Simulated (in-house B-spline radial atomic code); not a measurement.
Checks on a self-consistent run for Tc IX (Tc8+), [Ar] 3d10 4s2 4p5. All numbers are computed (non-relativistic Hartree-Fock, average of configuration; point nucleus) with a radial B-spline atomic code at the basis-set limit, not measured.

```tsv
orbital	q	ε (Eh)	<1/r>	<r²>
1s	2	-762.98440	42.4846	0.001681
2s	2	-114.01528	9.62347	0.0280166
2p	6	-105.35284	9.58674	0.0213999
3s	2	-24.95905	3.37823	0.204712
3p	6	-21.52513	3.27711	0.20316
3d	10	-15.27104	3.09403	0.186549
4s	2	-7.45618	1.31519	1.17651
4p	5	-6.28785	1.2338	1.31774
```

Electron-electron repulsion V_ee = 1423.6679 hartree, kinetic energy T = 4187.9153 hartree.

Task: What total energy follows from the eigenvalues?

Result: The eigenvalues count the repulsion twice, so E = Σqε - V_ee = -2764.247 - 1423.668 = -4187.915 hartree; the run printed -4187.915.

Task: What is the virial ratio?

Result: -V/T = (T - E)/T = 2.000000; at the Hartree-Fock limit it is 2.

Task: What diamagnetic shielding (Lamb formula) and susceptibility (Langevin formula) do the radii give?

Result: σ = (α²/3)Σq<1/r> = 227.895/(3·137.036²) = 4045.2 ppm, and χ = -0.79199×10⁻⁶·Σq<r²> = -9.998×10⁻⁶ cm³/mol with Σq<r²> = 12.623 bohr². Both are non-relativistic formulas without the paramagnetism of open shells.
